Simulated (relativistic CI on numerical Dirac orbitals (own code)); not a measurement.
**O3+: from the plainest model towards the measured levels**

Calculated with a relativistic CI code on KLI orbitals (one set per configuration, finite nucleus), adding one ingredient at a time: step 1, Dirac-Coulomb, each configuration alone; step 2, with Breit and QED terms; step 3, with configuration mixing; step 4, with scaled Slater integrals (0.85); step 5, with a P86 correlation estimate; step 6, tied to the ionisation limit. P86 is a density functional for the correlation energy, evaluated here for each configuration and added to its levels. Step 6 is semi-empirical: configurations made of the next ion and one excited electron move by -14156 cm⁻¹, so that their limit matches the tabulated ionisation energy, and those with a non-penetrating f or g electron also take the P86 value of the least penetrating other one.

CI space (outside the closed core 1s2): 2s2.2p, 2s.2p2, 2p3, 2s2.3s, 2s2.3d, 2s.2p.3s, 2s.2p.3p, 2s2.4s, 2s.2p.3d, 2s2.4p, 2s2.4d, 2s2.5s, 2s2.5p, 2s2.5d, 2s.2p.4s, 2s2.3p.

Computed minus measured energy above the ground level, in cm⁻¹, for 20 of the 53 excited levels that pair in every step (one J of a term; a digit in brackets numbers repeated terms):

| Configuration | Term | J | Measured | Step 1 | Step 2 | Step 3 | Step 4 | Step 5 | Step 6 |
| --- | --- | --- | --- | --- | --- | --- | --- | --- | --- |
| 2s2.2p | 2P° | 3/2 | 386 | 65 | 7 | -11 | -7 | -7 | -7 |
| 2s.2p2 | 4P | 1/2 | 71440 | -17431 | -17479 | -3682 | 905 | 2030 | 2032 |
| 2s.2p2 | 2D | 5/2 | 126936 | -6146 | -6248 | 5792 | 894 | 2029 | 1976 |
| 2p3 | 4S° | 3/2 | 231538 | -14255 | -14386 | -439 | 1434 | 3647 | 3648 |
| 2p3 | 2D° | 5/2 | 255156 | -1663 | -1821 | 7840 | 5466 | 7709 | 7711 |
| 2s2.3s | 2S | 1/2 | 357614 | 2225 | 2160 | 11979 | 9343 | 12486 | -1393 |
| 2s2.3d | 2D | 3/2 | 419534 | 1186 | 1097 | 14646 | 11103 | 14292 | 311 |
| 2s.2p.3s | 4P° | 1/2 | 438849 | -18008 | -18084 | -4495 | -3930 | 642 | 644 |
| 2s.2p.3s | 2P° | 1/2 | 452807 | -16509 | -16600 | -697 | -3160 | 1382 | 935 |
| 2s.2p.3p | 4D | 1/2 | 468337 | -18492 | -18577 | -4629 | -3815 | 1154 | 1156 |
| 2s.2p.3p | 4S | 3/2 | 474478 | -19724 | -19860 | -5910 | -5782 | -813 | -811 |
| 2s2.4s | 2S | 1/2 | 485822 | 1235 | 1156 | 14409 | 10855 | 15787 | 775 |
| 2s.2p.3d | 4F° | 3/2 | 495169 | -18809 | -18907 | -4959 | -4116 | 567 | 568 |
| 2s2.4p | 2P° | 1/2 | 499995 | -203 | -284 | 12075 | 7992 | 12932 | 417 |
| 2s.2p.3d | 4P° | 3/2 | 504209 | -19298 | -19449 | -5253 | -5730 | -1055 | -1053 |
| 2s2.4d | 2D | 3/2 | 510570 | -730 | -818 | 13436 | 9754 | 14235 | 151 |
| 2s2.5s | 2S | 1/2 | 539368 | 456 | 372 | 12553 | 7616 | 12873 | 785 |
| 2s2.5p | 2P° | 1/2 | 546803 | -828 | -912 | 12212 | 8782 | 14303 | 538 |
| 2s2.5d | 2D | 3/2 | 552030 | -1195 | -1283 | 12909 | 9264 | 14436 | 347 |
| 2s.2p.4s | 4P° | 1/2 | 568901 | -19837 | -19924 | -5869 | -5897 | 579 | 581 |

Mean absolute errors in cm⁻¹, over all paired levels and for the first 12 configurations:

```tsv
Configuration, levels	Step 1	Step 2	Step 3	Step 4	Step 5	Step 6
all, 53	9797	9885	7494	4650	5074	1637
2s2.2p, 1	65	7	11	7	7	7
2s.2p2, 8	8957	9034	6925	1389	1835	1826
2p3, 5	8077	8204	7637	3162	5370	5372
2s2.3s, 1	2225	2160	11979	9343	12486	1393
2s2.3d, 2	1184	1094	14646	11103	14291	310
2s.2p.3s, 7	13867	13980	5176	3178	1409	1025
2s.2p.3p, 11	13577	13702	5945	3412	2616	2342
2s2.4s, 1	1235	1156	14409	10855	15787	775
2s.2p.3d, 6	18147	18283	3463	4390	1010	789
2s2.4p, 2	206	290	12057	7980	12917	416
2s2.4d, 2	729	818	13437	9755	14235	151
2s2.5s, 1	456	372	12553	7616	12873	785
```

Measured levels: Moore, Selected Tables of Atomic Spectra, NSRDS-NBS 3, section 10.

Question: What does each ingredient do to the ground and the excited configurations, and where is the model closest to experiment?

Answer: The Breit and QED terms change the top of the ground term (measured 386) from 451 to 393. Mixing lowers the ground level by 13948, with 2p3 as its largest admixture; relative to it the configurations that move most are 2p3 by +15665, 2s.2p.3s by +14904, 2s.2p.3d by +14820. Configurations whose own partners of that kind are not in the list rise by much of that lowering, so a short list can trade one imbalance for another. The P86 estimate moves 2s.2p.4s by +6476, 2s2.5p by +5521, 2s2.5s by +5258, and takes the mean absolute error of the excited configurations from 4739 to 5171. Step 6 takes that error from 5171 to 1669; the error more than halves for 2s2.3s, 2s2.3d, 2s2.4s, 2s2.4p, 2s2.4d, 2s2.5s, 2s2.5p, 2s2.5d. The mean absolute error is lowest at step 6 (1637 cm⁻¹), and the largest single drop is from step 5 to 6 (5074 to 1637).
